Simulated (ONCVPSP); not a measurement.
# An all-electron radial function and its pseudo partner (Al (Z = 13))

Columns: radius, all-electron u(r) and pseudo u(r) of the 3p shell (level -2.79 eV) of aluminium in the configuration [Ne] 3s2 3p1; LDA (Perdew-Wang 92), non-relativistic, ONCV scheme, ONCVPSP 4.0.1.

| r (bohr) | all-electron | pseudo |
| --- | --- | --- |
| 0.120 | -0.0952 | 0.0036 |
| 0.240 | -0.1910 | 0.0140 |
| 0.360 | -0.2186 | 0.0310 |
| 0.480 | -0.1928 | 0.0538 |
| 0.600 | -0.1358 | 0.0820 |
| 0.720 | -0.0633 | 0.1151 |
| 0.840 | 0.0145 | 0.1522 |
| 0.960 | 0.0916 | 0.1921 |
| 1.080 | 0.1646 | 0.2335 |
| 1.200 | 0.2317 | 0.2752 |
| 1.320 | 0.2919 | 0.3166 |
| 1.440 | 0.3450 | 0.3570 |
| 1.560 | 0.3911 | 0.3957 |
| 1.680 | 0.4305 | 0.4316 |
| 1.800 | 0.4635 | 0.4635 |
| 1.920 | 0.4905 | 0.4904 |
| 2.040 | 0.5121 | 0.5121 |
| 2.160 | 0.5287 | 0.5287 |
| 2.280 | 0.5407 | 0.5407 |
| 2.400 | 0.5488 | 0.5488 |
| 2.520 | 0.5532 | 0.5532 |
| 2.640 | 0.5545 | 0.5545 |
| 2.760 | 0.5531 | 0.5531 |
| 2.880 | 0.5493 | 0.5493 |
| 3.000 | 0.5434 | 0.5434 |
| 3.120 | 0.5358 | 0.5358 |

Task: How many radial nodes do the two functions have?

Result: The all-electron 3p function has n − l − 1 = 1; the pseudo-wave has 0, since the states of the same l below it are removed with the core.

Task: At about which radius was the pseudo-wave matched?

Result: 2.20 bohr. The columns agree to 0.0005 from 1.80 bohr on; several derivatives are matched, so the curves merge somewhat inside the radius.

Task: Where does each function peak?

Result: Outermost all-electron maximum near 2.64 bohr, pseudo maximum near 2.64 bohr (to the table’s step).

Task: Is the pseudo-wave norm-conserving?

Result: Yes: the ONCV scheme keeps the norm inside the radius equal to the all-electron one, which fixes the energy derivative of the logarithmic derivative at the level.
